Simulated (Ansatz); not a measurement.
Consider the isomerisation: `C=[CH][SnH2][CH]=C` → `C#C[CH](C)[SnH3]`.

Calculated with Ansatz (gas phase, PBE0-D4/def2-TZVP geometries, no zero-point term in ΔE). CCSD(T)/CBS is the MP2 limit (def2-TZVPP, def2-QZVPP) plus CCSD(T) − MP2 in def2-TZVPP, frozen cores. DFT in def2-TZVPP. Elements past krypton have def2 core potentials. For Sn outer-core shells are correlated without core-valence functions, which leaves a few kJ/mol of doubt a bond. Each species was taken in one conformer, which may not be the lowest.

`C=[CH][SnH2][CH]=C`:

Z-matrix (Å, degrees):
```
Sn
C 1 2.128
C 1 2.125 2 107.8
H 1 1.712 2 111.1 3 118.0
H 1 1.712 2 109.6 3 -121.1
C 2 1.328 1 121.9 3 -11.2
H 2 1.088 1 119.2 3 168.6
C 3 1.328 1 122.8 2 110.6
H 3 1.088 1 118.6 2 -68.7
H 6 1.087 2 122.2 1 -0.3
H 6 1.088 2 121.9 1 179.9
H 8 1.087 3 122.3 1 0.8
H 8 1.088 3 122.0 1 -179.4
```

`C#C[CH](C)[SnH3]`:

```xyz
13

C     1.109   -2.052   -1.129
C     0.356   -1.268   -0.613
C    -0.509   -0.298    0.010
C    -0.435   -0.318    1.537
Sn    0.024    1.660   -0.782
H     1.767   -2.751   -1.586
H    -1.539   -0.472   -0.316
H    -0.718   -1.299    1.925
H    -1.107    0.426    1.970
H     0.578   -0.106    1.885
H    -1.033    2.825   -0.106
H     1.629    1.997   -0.316
H    -0.124    1.655   -2.480
```

| level | ΔE (kcal/mol) |
| --- | --- |
| PBE-D4 | 9.8 |
| PBE0-D4 | 9.6 |
| ωB97X-V | 10.0 |
| PBE | 9.9 |
| r2SCAN | 9.7 |
| CCSD/def2-TZVPP | 10.7 |
| HF/def2-QZVPP | 11.9 |
| MP2/CBS(def2) | 7.5 |

(1) What does CCSD(T)/CBS give? (Best estimate.)

Largest T1 diagnostic among the species: 0.013.

## Answers

(1) The calculation gave: +11.2 kcal/mol. The listed levels differ from it by -1.4, -1.6, -1.2, -1.3, -1.5, -0.5, 0.7, -3.7 kcal/mol.

In def2-TZVPP, CCSD(T) changes the Hartree–Fock value by −0.8 kcal/mol (the triples alone add +0.2 kcal/mol) and MP2 by −4.5 kcal/mol.
